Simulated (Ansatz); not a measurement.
`[CH3][SnH]([F])[I]` → `[CH3][Sn][F]` + HI at 400 K and 1 bar (stannylene formation by 1,1-elimination).

Gas-phase electronic energies from Ansatz, PBE0-D4/def2-TZVP geometries. CCSD(T)/CBS is the MP2 limit (def2-TZVPP, def2-QZVPP) plus CCSD(T) − MP2 in def2-TZVPP, frozen cores. def2 core potentials past Kr. For I, Sn outer-core shells are correlated without core-valence functions, which leaves a few kJ/mol of doubt a bond.

| species | CCSD(T)/CBS energy (Eh) | H − E (kJ/mol) | S (J/(mol·K)) |
| --- | --- | --- | --- |
| `[CH3][SnH]([F])[I]` | -651.80248 | 151.6 | 407.3 |
| `[CH3][Sn][F]` | -353.71142 | 118.0 | 336.4 |
| HI | -298.03592 | 25.7 | 215.0 |

H − E and S are ideal-gas, rigid-rotor, harmonic terms from PBE0-D4/def2-TZVP, for one conformer and one mirror image of each species. 1 Eh = 2625.50 kJ/mol, R = 8.31446 J/(mol·K).

**Question.** By hand: ΔE, ΔH, ΔS and ΔG.

**Answer.** ΔE = (-353.71142) + (-298.03592) − (-651.80248) = 0.05514 Eh = 144.8 kJ/mol. Δ(H − E) = 118.0 + 25.7 − 151.6 = -7.9, so ΔH = 136.9 kJ/mol. ΔS = 336.4 + 215.0 − 407.3 = 144.1 J/(mol·K). ΔG = 136.9 − 400 × (144.1)/1000 = 79.3 kJ/mol.

**Question.** By hand: the equilibrium constant, and the temperature at which ΔG would vanish if ΔH and ΔS stayed fixed.

**Answer.** log₁₀ K = −ΔG/(RT ln 10) = -10.4. ΔG = 0 at ΔH/ΔS = 950 K.

The number of gas molecules changes by +1, which sets the sign of ΔS. A doubt of 5 kJ/mol in ΔE shifts log₁₀ K by 0.7 here. Other conformers and mirror images would add mixing entropy, several J/(mol·K) or more a flexible species. Modes under 60 cm⁻¹, often nearly free rotors, make the harmonic entropy too high. These are equilibria of isolated gas molecules and say nothing of rates. Largest T1 diagnostic: 0.015 (customary marks: 0.02 for closed shells, 0.045 for open ones).
